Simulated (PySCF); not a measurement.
The same groups moved round the core (styrene fluoro+silyl). All species are isolated molecules in the gas phase. One relaxed conformer stands for each flexible species; it need not be the lowest. Strings in code marks are SMILES. All members: neutral, multiplicity 1. Level: ωB97X-D3(BJ)/def2-TZVP // PBE0-D3(BJ)/def2-SVP (PySCF), beside PBE-D3(BJ)/def2-TZVP // PBE0-D3(BJ)/def2-SVP (PySCF) at the same geometries.  Orbital energies are measured against the vacuum level.

```json
[
 {"species": "`C=Cc1cc(F)ccc1[SiH3]` (C–C–C–C torsion 20°)", "HOMO, PBE (eV)": "-5.99", "HOMO, ωB97X-D3(BJ) (eV)": "-9.05"},
 {"species": "`C=Cc1c(F)cccc1[SiH3]` (C–C–C–C torsion 145°)", "HOMO, PBE (eV)": "-5.94", "HOMO, ωB97X-D3(BJ) (eV)": "-9.04"},
 {"species": "`C=C(F)c1ccccc1[SiH3]` (F–C–C–C torsion 157°)", "HOMO, PBE (eV)": "-5.92", "HOMO, ωB97X-D3(BJ) (eV)": "-9.07"},
 {"species": "`C=Cc1cc([SiH3])ccc1F` (C–C–C–C torsion 3°)", "HOMO, PBE (eV)": "-5.86", "HOMO, ωB97X-D3(BJ) (eV)": "-8.91"},
 {"species": "`C=Cc1ccc(F)cc1[SiH3]` (C–C–C–C torsion 20°)", "HOMO, PBE (eV)": "-5.76", "HOMO, ωB97X-D3(BJ) (eV)": "withheld"},
 {"species": "`C=Cc1ccc(F)c([SiH3])c1` (C–C–C–C torsion 1°)", "HOMO, PBE (eV)": "-5.71", "HOMO, ωB97X-D3(BJ) (eV)": "-8.76"}
]
```

Q: Fit y = a + b·x, y being the HOMO at the first level, to the 5 complete rows by least squares, with x = the PBE value in eV. Give a, b and the rms residual, and predict the withheld value.

A: Means of the 5 rows: x̄ = -5.884, ȳ = -8.966 eV. Σ(x − x̄)² = 0.04652 and Σ(x − x̄)(y − ȳ) = 0.05398, so b = 1.160 and a = ȳ − b·x̄ = -2.141 eV. The rms residual is 0.035 eV. At x = -5.76 the line gives -8.82 eV. The run for `C=Cc1ccc(F)cc1[SiH3]` (C–C–C–C torsion 20°) gave -8.81 eV, so the line is off by 0.01 eV, within twice the rms residual.

Codes: PySCF.
